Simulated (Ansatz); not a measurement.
One geometry of the cluster Au₃S⁺, several levels of theory.

```yaml
crystal:
  periodic: [false, false, false]
  atoms:
    - {symbol: Au, position_ang: [0.604415, 1.684474, 0.692165]}
    - {symbol: Au, position_ang: [-0.323936, -0.893980, -2.205498]}
    - {symbol: Au, position_ang: [-0.916686, -0.128906, 1.719406]}
    - {symbol: S, position_ang: [0.636207, -0.661578, -0.206082]}
basis:
  gaussian: {orbitals: def2-TZVP, initial_orbitals: start.molden}
total_charge: 1
magnetization: {spin_polarized: true, initial_magnetization: 2}
hamiltonian: {xc: {text: "exchange = 0.65*pbe_x + 0.35*exact_x\ncorrelation = pbe_c"}}
scf: {omitted_lower_state_checks: [starts]}
output: {orbitals: {seedname: orbitals}}
```

The file start.molden holds the orbitals of an earlier run on this structure, at another level or in another basis.

```sh
$ ansatz run in.yaml --threads 4 --pin off --events-out ev --progress --plain --max-ram 3916MiB
```

Shortened log:

```
Functional definition: unnamed
1341 factors; integrals over basis functions are off by at most 9.3e-4 eV
mean field evaluation 1: about -21903.3381 eV, gradient 3.3e0 eV
mean field evaluation 2: about -21903.3800 eV, gradient 8.0e-2 eV
mean field evaluation 4: about -21903.7006 eV, gradient 8.1e-3 eV
mean field evaluation 8: about -21903.7006 eV, gradient 1.4e-5 eV
mean field -21903.70063326 eV, -804.9461514109 hartree, gradient 1.4e-5 eV, S^2 2.017938; 0 other end points of the search recorded, 0 dependent functions left out
reference -21903.70066893 eV, -804.9461527215 hartree; 37, 35 occupied and 120, 122 virtual orbitals, 1341 factors
Total energy: -21903.70066893 eV, -804.9461527215 hartree
Checks for a lower state left out: starts
```

It took 5.5 s on 4 threads of Arm Neoverse V2 on a shared host, peak host memory 0.57 GiB.

As the first input, with `hamiltonian: {xc: {text: "exchange = 0.50*pbe_x + 0.50*exact_x\ncorrelation = pbe_c"}}` (abridged; 5.5 s):

```
Functional definition: unnamed
mean field -21902.00175005 eV, -804.8837186045 hartree, gradient 2.6e-5 eV, S^2 2.022325
Total energy: -21902.00177812 eV, -804.8837196360 hartree
Checks for a lower state left out: starts
```

The first input with `hamiltonian: {xc: {text: "exchange = 0.95*pbe_x + 0.05*exact_x\ncorrelation = pbe_c"}}` (abridged; 4 s):

```
Functional definition: unnamed
mean field -21907.59298547 eV, -805.0891927160 hartree, gradient 1.4e-5 eV, S^2 2.007572
Total energy: -21907.59303588 eV, -805.0891945686 hartree
Checks for a lower state left out: starts
```

The first input with `hamiltonian: {xc: {text: "exchange = 0.90*pbe_x + 0.10*exact_x\ncorrelation = pbe_c"}}` (abridged; 4 s):

```
Functional definition: unnamed
mean field -21906.89614929 eV, -805.0635844587 hartree, gradient 2.1e-5 eV, S^2 2.009242
Total energy: -21906.89619729 eV, -805.0635862227 hartree
Checks for a lower state left out: starts
```

As the first input, with `hamiltonian: {xc: pbe0, dispersion: d4}` (abridged; 5 s):

```
Functional definition: PBE0
mean field -21904.92252894 eV, -804.9910552487 hartree, gradient 1.0e-5 eV, S^2 2.014545
Total energy: -21905.11658623 eV, -804.9981867226 hartree
Checks for a lower state left out: starts
```

As the first input, with `hamiltonian: {xc: {name: BLYP}, dispersion: d4}` (abridged; 3.8 s):

```
Functional definition: BLYP
mean field -21908.29692099 eV, -805.1150618693 hartree, gradient 2.4e-5 eV, S^2 2.005274
Total energy: -21908.76561653 eV, -805.1322861126 hartree
Checks for a lower state left out: starts
```

As the first input, with `hamiltonian: {xc: {name: wB97X-V}}` (abridged; 18 s):

```
Functional definition: wB97X-V
mean field -21904.00608397 eV, -804.9573765173 hartree, gradient 1.7e-5 eV, S^2 2.020252
Total energy: -21904.00608317 eV, -804.9573764878 hartree
Checks for a lower state left out: starts
```

Geometry: r2SCAN-D4/def2-SVP.

In the def2 sets Au takes a core potential; there is no spin–orbit coupling. At PBE0-D4/def2-TZVP a singlet of charge 1 lies 2.00 eV below the triplet, each at its own geometry. The structure comes from a short search, and lower isomers may exist.
